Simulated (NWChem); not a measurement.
All runs are NWChem calculations. System: H2GeS, charge 0, spin multiplicity 1, at a geometry optimised with B3LYP/def2-SVP. The structure started from a generated list of species. Level: G0W0@PBE0/def2-TZVPD, RI basis def2-tzvpd-rifit.

The NWChem input:

```
start mol
memory heap 200 mb stack 700 mb global 1700 mb
geometry units angstroms nocenter noautoz
  Ge    -0.532407    -0.550928     0.000000
  H      0.640201    -1.643387     0.000000
  S      1.015472     1.072369     0.000000
  H      0.149253     2.115166     0.000000
  symmetry group Cs
end
basis spherical
  * library def2-tzvpd
end
basis "ri basis" bse spherical
  * library def2-tzvpd-rifit
end
dft
  xc pbe0
  iterations 100
  direct
  tolerances tight
end
task dft energy
gw
  states alpha occ 4 vir 2
end
task dft gw
```

Part of the output:

```
             Northwest Computational Chemistry Package (NWChem) 7.3.0
             --------------------------------------------------------

                                NWChem Input Module
                                -------------------

 Scaling coordinates for geometry "geometry" by  1.889725989
 (inverse scale =  0.529177249)

 Turning off AUTOSYM since
 SYMMETRY directive was detected!

                             Geometry "geometry" -> ""
                             -------------------------

 Output coordinates in angstroms (scale by  1.889725989 to convert to a.u.)

  No.       Tag          Charge          X              Y              Z
 ---- ---------------- ---------- -------------- -------------- --------------
    1 Ge                  32.0000    -0.53240700    -0.55092800     0.00000000
    2 H                    1.0000     0.64020100    -1.64338700     0.00000000
    3 S                   16.0000     1.01547200     1.07236900     0.00000000
    4 H                    1.0000     0.14925300     2.11516600     0.00000000

 Effective nuclear repulsion energy (a.u.)     146.9865201533

            Nuclear Dipole moment (a.u.)
            ----------------------------
        X                 Y               Z
 ---------------- ---------------- ----------------
    -0.0000340151    -0.0000245664     0.0000000000

      Symmetry information
      --------------------

 Group name             Cs
 Group number              2
 Group order               2
 No. of unique centers     4

      Symmetry unique atoms

     1    2    3    4


 Summary of "ao basis" -> "" (spherical)
 ------------------------------------------------------------------------------
       Tag                 Description            Shells   Functions and Types
 ---------------- ------------------------------  ------  ---------------------
 *                         def2-tzvpd                 on all atoms

 new library libraries.bse/

 Summary of "ri basis" -> "" (spherical)
 ------------------------------------------------------------------------------
       Tag                 Description            Shells   Functions and Types
[...]
           0.000000000000           0.000000000000         428.953507780390

     Multipole analysis of the density
     ---------------------------------

     L   x y z        total         alpha         beta         nuclear
     -   - - -        -----         -----         ----         -------
     0   0 0 0     -0.000000    -25.000000    -25.000000     50.000000

     1   1 0 0     -0.403922     -0.201944     -0.201944     -0.000034
     1   0 1 0      0.020517      0.010271      0.010271     -0.000025
     1   0 0 1      0.000000      0.000000      0.000000      0.000000

     2   2 0 0    -25.835919    -59.344829    -59.344829     92.853738
     2   1 1 0     -0.518141    -46.813503    -46.813503     93.108865
     2   1 0 1     -0.000000     -0.000000     -0.000000      0.000000
     2   0 2 0    -22.388285    -74.200119    -74.200119    126.011952
     2   0 1 1     -0.000000     -0.000000     -0.000000      0.000000
     2   0 0 2    -23.212560    -11.606280    -11.606280      0.000000

 Task  times  cpu:       26.9s     wall:       26.9s

                                NWChem Input Module
                                -------------------

                                 NWChem GW Module
                                 ----------------

                             ***********************
                             ***        GW       ***
                             ***********************

 Summary of "ri basis" -> "ri basis" (spherical)
 ------------------------------------------------------------------------------
       Tag                 Description            Shells   Functions and Types
 ---------------- ------------------------------  ------  ---------------------
 Ge                     def2-tzvpd-rifit            41      175   11s10p9d6f4g1h
 H                      def2-tzvpd-rifit            10       24   5s3p2d
 S                      def2-tzvpd-rifit            33      129   10s8p7d6f2g

                 Memory Information
                 ------------------
          Available GA per process is          1699.9 MBs
          Available stack per process is        700.0 MBs
          Available heap per process is           0.0 MBs

          Peak memory in Initialization
              Peak GA per process is                  9.5 MBs
              Peak stack per process is               0.1 MBs
              Peak heap per process is               10.1 MBs
              Memory not in MA per process            0.0 MBs

          Peak memory in AFF Calculation
              Peak GA per process is                 55.9 MBs
              Peak stack per process is              41.2 MBs
              Peak heap per process is                0.0 MBs
              Memory not in MA per process           41.2 MBs

          Computing 2-center integrals
          Computing Inverse Cholesky factor
          Computing 3-center integrals
          Computing V_xc ...

          Computing Sigma_x
          Computing RPA polarizability
          Solving quasiparticle equations

                  Alpha Orbitals
          State     Energy (eV)     Error (eV)
          -----------------------------------
@GW        22        -12.844           0.004
@GW        23        -10.997           0.004
@GW        24         -9.776           0.004
@GW        25         -8.981           0.004
@GW        26         -0.657           0.004
@GW        27          1.273           0.003

   Applying  -1.9247 eV scissor-shift to rest of particle states

   Applying   1.9975 eV scissor-shift to rest of hole states

     GW Timing Statistics
   ------------------------
   Init.   :          0.2s
     ERIs  :          1.8s
     Distr.:          0.0s
     Vxc   :          3.9s
   Sigma_x :          0.0s
   RPA     :          2.8s
   Wmn     :          0.0s
   Sigma_c :          0.0s
   GW total:          8.9s

 Task  times  cpu:        8.9s     wall:        8.9s

 Total times  cpu:       35.8s     wall:       35.8s
```
